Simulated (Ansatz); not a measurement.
One change: `[OH][SnH2][AlH2]` becomes `[NH2][SnH2][OH]`.

Ansatz, PBE0-D4/def2-TZVP geometries, multiplicity 1. Each molecule was computed in one conformer, which needn't be the lowest.

Elements past krypton have def2 core potentials.

```csv
property,`[OH][SnH2][AlH2]`
LUMO energy (B3LYP/def2-TZVPP) / eV,-2.58
HOMO energy (ωB97M-V/def2-TZVPP) / eV,-9.24
LUMO energy (PBE0/def2-TZVPP) / eV,-2.39
zero-point energy (PBE0-D4/def2-TZVP) / kJ/mol,104.2
LUMO energy (PBE/def2-TZVPP) / eV,-3.12
HOMO energy (PBE/def2-TZVPP) / eV,-6.02
```

(1) What does the change do to each property? (Estimate.)

## Answers

(1) Computed: 
```json
{"property": "LUMO energy (B3LYP/def2-TZVPP) / eV", "`[NH2][SnH2][OH]`": "-0.40", "shift": "2.18"}
{"property": "HOMO energy (ωB97M-V/def2-TZVPP) / eV", "`[NH2][SnH2][OH]`": "-9.72", "shift": "-0.48"}
{"property": "LUMO energy (PBE0/def2-TZVPP) / eV", "`[NH2][SnH2][OH]`": "-0.12", "shift": "2.27"}
{"property": "zero-point energy (PBE0-D4/def2-TZVP) / kJ/mol", "`[NH2][SnH2][OH]`": "135.3", "shift": "31.1"}
{"property": "LUMO energy (PBE/def2-TZVPP) / eV", "`[NH2][SnH2][OH]`": "-0.94", "shift": "2.18"}
{"property": "HOMO energy (PBE/def2-TZVPP) / eV", "`[NH2][SnH2][OH]`": "-5.94", "shift": "0.08"}
```

With PBE0 the HOMO falls by 0.13 eV and the LUMO rises by 2.27 eV, so the gap widens by about 2.40 eV. PBE moves the HOMO by 0.08 eV and ωB97M-V by -0.48 eV.

B3LYP here is the variant with VWN-RPA as its local correlation; programs differ in this.
